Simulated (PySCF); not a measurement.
NMR data simulated for an unnamed compound:

1H NMR (600 MHz, computed): δ 3.85 (sept, 1H), 2.14 (s, 3H), 1.56 (d, 6H).

13C{1H} NMR (computed): δ 165.3 (C), 114.7 (C), 50.8 (CH), 24.3 (CH3), 7.2 (CH3).

Computed data (PySCF 2.14.0 with density-fitted response routines): σ from GIAO-PBE0/pcSseg-1, coordinates at the PBE0-D3(BJ)/def2-SVP level. No solvent, single conformer, no relativistic terms, averaged over atoms made equivalent by symmetry, fast rotation or ring inversion.

Shifts are taken against calculated references (same method and geometry level): 1H and 13C vs TMS.

Task: Which of these does the molecule contain: a tert-butyl group, a heteroaromatic ring, a (CH3)2CH unit, an aldehyde, a vinyl group CH=CH2?

Result: 
- A tert-butyl group: no.
- A heteroaromatic ring: yes.
- A (CH3)2CH unit: yes (δC 24.3, 50.8; δH 1.56 (d), 3.85 (sept)).
- An aldehyde: no.
- A vinyl group CH=CH2: no.

The data belong to `Cc1c(F)nnn1C(C)C`, C6H10FN3; they needn't prove each group on their own.

Carbon signals by region: 1 in the far downfield region (above 160 ppm), 1 in the sp2 and nitrile region (100–160 ppm), 1 at 50–100 ppm, 2 below 50 ppm. Above 160 ppm: 165.3, aromatic carbon bearing fluorine.

Splittings by 19F in the carbon and heteronuclear signals aren't shown, as no couplings were computed. Shifts are as computed. Against solution values, carbons near 30 ppm lie about +2 ppm off and those near 130 ppm about +5 ppm. Of 1211 compounds with measured shifts, 218 miss one by over three times the rms of a fit or turn the order of signals round; such compounds aren't used in these exercises. No couplings were computed; multiplicities are counted from neighbouring protons, with m where these are inequivalent, close in shift, in a saturated or five-membered ring or joined by F or P, and br s for small geminal =CH2 splittings.
